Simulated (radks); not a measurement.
Results of a calculation; reference values are marked as such.
All-electron atom: the selenium ion Se4+ in [Ar] 3d10 4s2. Level of theory: scalar-relativistic Kohn-Sham, LDA (Slater exchange, Perdew-Wang correlation), spin-polarised, spherical densities, finite nucleus; Fermi nuclear charge, rms radius 4.14 fm (a radial shooting solver on a logarithmic mesh with Libxc functionals).

Radial electron density D(r) = 4 pi r^2 rho(r):

r (bohr)  D(r) (e/bohr)
0.00539           7.723
0.006963          11.40
0.008995          16.31
0.01171           22.63
0.01513           29.52
0.01954           36.10
0.02525           40.76
0.03287           41.89
0.04246           39.23
0.05485           35.32
0.07142           34.73
0.09226           40.21
0.1192            47.78
0.1552            48.49
0.2005            38.83
0.259             28.19
0.3372            27.48
0.4356            32.35
0.5626            30.11
0.7326            19.16
0.9464            9.098
1.222             4.089
1.592             2.075
2.056            0.8958
2.656            0.2203
3.459           0.02231
4.468         0.0008524

D(r) has 3 maxima, at r = 0.0308, 0.139, 0.472 bohr, and minima at 0.0644, 0.299 bohr, inside which lie 2.07, 11.04 electrons.
